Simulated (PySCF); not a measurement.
SMILES OC(=O)[SiH2][CH2][GeH3] (GFN2-xTB optimised geometry):

```
14

O      3.065    -0.363     0.000
C      1.861    -0.363     0.000
O      1.161    -1.509     0.034
Si     0.712     1.175     0.000
C     -0.838     0.685    -0.971
Ge    -1.592    -1.088    -0.516
H      1.746    -2.286     0.057
H      0.402     1.439     1.410
H      1.449     2.286    -0.603
H     -1.610     1.435    -0.800
H     -0.632     0.696    -2.041
H     -1.487    -1.429     0.932
H     -3.065    -1.049    -0.839
H     -1.028    -2.199    -1.338
```

Computed with PySCF 2.14.0 with CAM-B3LYP/def2-TZVP.

Problem. What are the frontier orbital energies and the dipole moment?

Solution. HOMO-2 -10.49 eV, HOMO-1 -10.01 eV, HOMO -9.26 eV, LUMO 0.42 eV, LUMO+1 1.27 eV; dipole moment 1.51 D.

On the same geometry PBE/def2-TZVP in PySCF 2.14.0 gives HOMO-2 -7.81 eV, HOMO-1 -7.41 eV, HOMO -6.27 eV, LUMO -1.80 eV, LUMO+1 -0.50 eV; dipole moment 1.39 D.

Meta-Löwdin charges at CAM-B3LYP/def2-TZVP: O1 -0.45, C2 0.32, O3 -0.47, Si4 0.63, C5 -0.65, Ge6 0.40, H7 0.35, H8 -0.09, H9 -0.09, H10 0.14, H11 0.13, H12 -0.07, H13 -0.09, H14 -0.07.
